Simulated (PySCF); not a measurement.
## Ionisation energy of Al⁺ by level of theory

Al⁺ [Ne] 3s2 (1S) → Al²⁺ [Ne] 3s1 (2S), as a difference of total energies. All numbers are calculated (PySCF 2.14, the non-relativistic Hamiltonian (point nucleus), in aug-cc-pV(T+d)Z with one added diffuse shell each of s, p, d, f type (7s6p5d3f, 71 functions)). Correlated levels: valence: [Ne] frozen. The calculations carry no spin-orbit coupling.

```tsv
method	ionisation energy (eV)
UHF	17.521
PBE	18.752
PBE0	18.649
r2SCAN	18.369
PBEsol	18.626
revPBE	18.670
wB97M-V	18.866
SCS-MP2 (valence)	18.431
```

Problem. Estimate what LDA gives.

Solution. 18.883 eV, closest to wB97M-V among the rows shown.

Problem. Estimate what MP2 (valence) gives.

Solution. 18.279 eV, closest to r2SCAN among the rows shown.

Errors of the correlated levels include the incompleteness of this basis and the frozen core.

MP2 underrates the near-degeneracy of ns² with np² in the lower species.

For comparison: 18.829 eV (measured; NIST Atomic Spectra Database, ionization energies).
